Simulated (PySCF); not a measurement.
Sn(H)(F)(Me)2 (C₂H₇FSn), SMILES [CH3][SnH]([CH3])[F]. Atoms are numbered in the order given.

```xyz
11

Sn     0.2461    -0.0193     0.0000
C     -0.4625     0.9191     1.8086
C     -0.4625     0.9191    -1.8086
F     -0.5752    -1.8008     0.0000
H      1.9414    -0.3368     0.0000
H      0.0133     1.9032     1.9336
H     -0.2195     0.2870     2.6742
H     -1.5524     1.0488     1.7471
H     -0.2195     0.2870    -2.6742
H      0.0133     1.9032    -1.9336
H     -1.5524     1.0488    -1.7471
```

The structure is a stationary point at B3LYP-D3(BJ)/def2-SVP. The def2 effective core potentials stand for the cores of Sn; spin–orbit coupling is left out.

Level of theory: r2SCAN/def2-TZVP (PySCF).

Gas-phase values at a fixed geometry.

Computed frontier levels, gap, dipole moment and polarisability:
* **highest occupied level**: -7.28 eV
* **lowest empty level**: -0.56 eV
* **orbital gap**: 6.72 eV
* **dipole moment**: 0.665 e·Å
* **quadrupole, principal values (traceless, Buckingham form, about the centre of nuclear charge)**: -6.21, 1.81, 4.40 D·Å
* **mean static polarisability**: 64.0 bohr³ (9.49 Å³)
* **polarisability, principal values**: 54.9, 63.6, 73.7 bohr³
